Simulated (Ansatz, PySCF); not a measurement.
CBr3, SMILES [C+](Br)(Br)Br, charge +1. Atoms are numbered in the order given.

```xyz
4

C      0.0000     0.0000     0.0000
Br     1.8217     0.0000     0.0000
Br    -0.9108     1.5776     0.0000
Br    -0.9108    -1.5776     0.0000
```
Charge +1, spin multiplicity 1.

Geometry optimised at B3LYP-D3(BJ)/def2-SVP.

Two levels are set side by side: PBE-D3(BJ)/def2-SVP (Ansatz, a quantum-chemistry and plane-wave program) and B3LYP-D3(BJ)/def2-SVP (Ansatz). Each level has its own optimised geometry; the coordinates shown are those of the second. Frequencies come from the Hessian of PySCF at each geometry. Differences are taken from unrounded values.

```json
[
 {"quantity": "mean bond length (Å)", "B3LYP-D3(BJ)": "1.822", "PBE-D3(BJ)": "1.825", "PBE-D3(BJ) minus B3LYP-D3(BJ)": "0.004"},
 {"quantity": "bond C1–Br2 (Å)", "B3LYP-D3(BJ)": "1.822", "PBE-D3(BJ)": "1.825", "PBE-D3(BJ) minus B3LYP-D3(BJ)": "0.004"},
 {"quantity": "bond C1–Br3 (Å)", "B3LYP-D3(BJ)": "1.822", "PBE-D3(BJ)": "1.825", "PBE-D3(BJ) minus B3LYP-D3(BJ)": "0.004"},
 {"quantity": "bond C1–Br4 (Å)", "B3LYP-D3(BJ)": "1.822", "PBE-D3(BJ)": "1.825", "PBE-D3(BJ) minus B3LYP-D3(BJ)": "0.004"},
 {"quantity": "highest harmonic wavenumber (cm⁻¹)", "B3LYP-D3(BJ)": "881", "PBE-D3(BJ)": "867", "PBE-D3(BJ) minus B3LYP-D3(BJ)": "-14"},
 {"quantity": "mean harmonic wavenumber (cm⁻¹)", "B3LYP-D3(BJ)": "480", "PBE-D3(BJ)": "472", "PBE-D3(BJ) minus B3LYP-D3(BJ)": "-8"},
 {"quantity": "zero-point energy (kcal/mol)", "B3LYP-D3(BJ)": "4.12", "PBE-D3(BJ)": "4.05", "PBE-D3(BJ) minus B3LYP-D3(BJ)": "-0.07"}
]
```

On these quantities the two levels nearly agree.
